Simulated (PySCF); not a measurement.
Molecule: CH4BBr2O, charge 1, multiplicity 1. It need not be the lowest isomer of its formula. 
Coordinates optimised at B3LYP-D3(BJ)/def2-TZVP (Ansatz):
```
O
H 1 0.9743
B 1 1.4547 2 115.87
C 1 1.5090 2 115.42 3 -180.00
H 4 1.0835 1 106.58 2 -119.55
H 4 1.0835 5 112.97 1 116.71
H 4 1.0844 5 112.44 6 128.57
Br 3 1.8642 1 117.09 2 -180.00
Br 3 1.8715 1 113.89 2 0.00
```
Charge +1, spin multiplicity 1.

Dispersion corrections to the total energy (kcal/mol) from the dftd3 and dftd4 libraries through PySCF: D3(BJ) without and D4 with the three-body term, each with the damping fitted for the functional named.

```csv
functional,D3(BJ),D4
HF,-36.85,…
HSE06,-3.87,-3.99
BHLYP,-7.80,-6.58
TPSSh,…,-6.12
PW6B95,-3.11,-4.04
r2SCAN,-1.48,-1.18
revPBE,-12.71,…
```

What belongs in the gaps?


- HF, D4: -16.83
- TPSSh, D3(BJ): -6.32
- revPBE, D4: -14.32
